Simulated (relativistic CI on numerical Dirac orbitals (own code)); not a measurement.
# What each ingredient does to the levels of Lu25+

Base calculation: Dirac-Coulomb-Breit CI, orbitals from a KLI potential per configuration, QED by a radiative potential, unscaled Slater integrals.

Configuration list (outside the closed core [Ar] 3d10): 4s²4p⁶4d¹⁰, 4s²4p⁶4d⁹4f, 4s²4p⁵4d¹⁰4f, 4s²4p⁶4d⁹5s, 4s4p⁶4d¹⁰4f, 4s²4p⁶4d⁹5p, 4s²4p⁶4d⁹5d, 4s²4p⁵4d¹⁰5s, 4p⁶4d¹⁰4f², 4p⁶4d⁹4f³, 4p⁵4d¹⁰4f³, 4p⁶4d⁹4f²5s, 4p⁶4d⁹4f²5p, 4p⁶4d⁹4f²5d. Double excitations out of closed p, d and f shells are left out; levels of such configurations are missing from the list, as are those of other unlisted configurations, and high levels can miss mixing partners. These lack a partner that the ground configuration has and come out too high: 4s²4p⁵4d¹⁰5s.

The lowest level and the first level of each name with at least 55 % of one term (blank where a level has no safe partner in the second run):

```
           Level  Base (cm⁻¹)  Shift (cm⁻¹)
  4s²4p⁶4d¹⁰ ¹S0            0             0
4s²4p⁶4d⁹4f ³P°0      1410657         -1052
4s²4p⁶4d⁹4f ³P°1      1425302         -1052
4s²4p⁶4d⁹4f ³P°2      1454254         -1051
4s²4p⁶4d⁹4f ³H°5      1463011         -1047
4s²4p⁶4d⁹4f ³H°6      1471556         -1050
4s²4p⁶4d⁹4f ³F°3      1484742         -1043
4s²4p⁶4d⁹4f ³F°4      1506833         -1046
4s²4p⁶4d⁹4f ³G°5      1520429         -1045
4s²4p⁶4d⁹4f ³D°1      1528617         -1050
4s²4p⁶4d⁹4f ³H°4      1562696         -1050
4s²4p⁶4d⁹4f ³G°3      1606391         -1049
4s²4p⁶4d⁹4f ¹F°3      1624295         -1052
4s²4p⁶4d⁹4f ¹P°1      1915740         -1233
```

At this charge energies of transitions that change n are usually good to better than 1 %, and those within a shell (Δn = 0) to a few per cent.

One thing was changed in a second run, which moved the levels as shown. Which?
A. non-relativistic limit
B. one mean potential for all configurations
C. QED terms removed
D. configuration mixing switched off
E. Breit term removed

B. One mean potential for all configurations. One potential for all configurations removes the relaxation of the orbitals, which moves whole configurations and changes the integrals a little.

LS names give the leading component of a level, which can be under half, so a name can repeat, a term be missing and a line seem to break the LS rules.
